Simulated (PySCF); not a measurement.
Compound: MoI4 (triplet state).
Bonds: Mo1–I2, Mo1–I3, Mo1–I4, Mo1–I5.

A GFN2-xTB structure was refined with PySCF 2.14.0, PBE0-D3(BJ)/def2-SVP geometry optimisation, gas phase, def2 core potentials past Kr. Its GFN2-xTB values:

```csv
coordinate,GFN2-xTB
Mo1–I2,2.657 Å
Mo1–I4,2.657 Å
I2–Mo1–I3,109.5°
```

Q: How do these coordinates change at the PBE0-D3(BJ)/def2-SVP level?

A: 
```csv
coordinate,PBE0-D3(BJ)/def2-SVP (Å or °),change
Mo1–I4,2.575,-0.082
Mo1–I2,2.576,-0.081
I2–Mo1–I3,109.6,+0.1
```

The energy falls by 0.162 eV over 5 energy and gradient evaluations, the largest force component goes from 0.0183 to 1.6e-04 Eh/bohr, and the atoms move by 0.072 Å rms after alignment. Among the bonds, Mo1–I2, Mo1–I4 and Mo1–I5 change most and about equally (-0.082 to -0.081 Å). Bonds longer at the end by more than 0.005 Å: 0 of 4; shorter: 4.

The run used 135 basis functions and 46 SCF cycles in all.

Not checked by PBE0-D3(BJ)/def2-SVP frequencies. ⟨S²⟩ = 2.025 (exact for a triplet: 2.00).

Neither the SCF state along the optimisation nor the shape of the open-shell metal species was proved the lowest: other solutions of the same spin, or a structure of lower symmetry, can lie below.
